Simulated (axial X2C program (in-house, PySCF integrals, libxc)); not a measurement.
## CaCl: cheaper levels and CCSD(T), with spin–orbit coupling

Computed with an in-house relativistic program for diatomic molecules. Two-component (2c) means X2C with spin–orbit coupling and atomic mean-field two-electron Coulomb and Gaunt terms. Basis: Ca dyall-cv3z [11s12p6d4f], Cl dyall-av3z [9s8p3d2f] (cores contracted in-house); Gaussian nuclei, density fitting, unrestricted open shells. Masses: Ca 39.963 u, Cl 34.969 u.

State: Ω = 1/2 (⟨Sz⟩ = 0.50, ⟨Lz⟩ = 0.00 at HF); fragments Ca + Cl.

```csv
level,Re (Å),ωe (cm⁻¹),De (eV)
PBE0,2.427,371.3,4.36
HF,2.501,355.6,3.60
MP2,2.502,351.3,4.38
CCSD,2.500,352.6,3.96
BHandHLYP,2.452,366.3,4.05
```

Correlated methods: 9 electrons correlated (number of frozen shells: Ca 3 s, 2 p; Cl 2 s, 1 p), 249 virtual spin orbitals or spinors in MP2, 90 natural virtuals in coupled cluster.

CCSD(T), same Hamiltonian and basis:

Re = 2.502 Å, ωe = 351.1 cm⁻¹, De = 4.06 eV; T1 = 0.008 (Lee–Taylor normalisation).

Q: Give the differences from CCSD(T) in the columns below.

A: 

```tsv
level	ΔRe (Å)	Δωe (cm⁻¹)	ΔDe (eV)
PBE0	-0.075	20	0.30
HF	-0.001	4	-0.46
MP2	0.000	0	0.32
CCSD	-0.002	2	-0.10
BHandHLYP	-0.050	15	-0.01
```

The state is one determinant whose occupation by symmetry is held fixed; it was picked as the lowest of a PBE0 search that is not exhaustive. Dissociation energies refer to the lowest single-determinant-based atoms at the same level and basis. Density functionals use the spin component along the axis (collinear). CCSD and (T) use frozen natural virtuals with an MP2 correction for the truncation; (T) itself is uncorrected, so its De runs slightly low. A 2c atom that is not at its ground J level misses part of its spin–orbit lowering, and De is too large by that part (0.04 eV or less for light atoms). This holds for PBE0, BHandHLYP. The functionals have no current-density term, which raises determinants with orbital currents, atoms included. The outer-core s and p shells of the metal are frozen in the correlated rows, which leaves out core–valence correlation; for alkali and alkaline-earth bonds that tends to lengthen them.
